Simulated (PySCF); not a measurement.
Computed IR spectrum (relative IR intensity) of a molecule C4H10Si2. The structure is a stationary point at PBE-D3(BJ)/def2-SVP. One conformer was computed; it need not be the lowest. All values below come from PBE-D3(BJ)/def2-SVP run with PySCF. Frequencies are harmonic and unscaled.

Lines under 2 % of the strongest are left out, and lines within 2 cm⁻¹ are merged.

| ν (cm⁻¹) | relative intensity |
|---|---|
| 314 | 3.4 |
| 374 | 2.7 |
| 450 | 4.7 |
| 484 | 3.7 |
| 504 | 6.9 |
| 582 | 2.8 |
| 613 | 3.8 |
| 639 | 5.6 |
| 723 | 68 |
| 754 | 45 |
| 825 | 100 |
| 874 | 4.4 |
| 894 | 11 |
| 901 | 17 |
| 903 | 17 |
| 1367 | 4.0 |
| 2121 | 49 |
| 2142 | 35 |
| 2155 | 41 |
| 2160 | 48 |
| 2954 | 15 |
| 3005 | 4.7 |
| 3015 | 7.0 |
| 3043 | 9.5 |
| 3081 | 2.8 |
| 3140 | 2.9 |

Question: Pick the molecule that these values belong to.
A. C=C1CC[Si@H]1[SiH3]
B. CCC1=C[SiH2][SiH2]1
C. C[C@]1([SiH3])C=C[SiH2]1
D. C[SiH2]CC#C[SiH3]

Answer: A, C=C1CC[Si@H]1[SiH3]
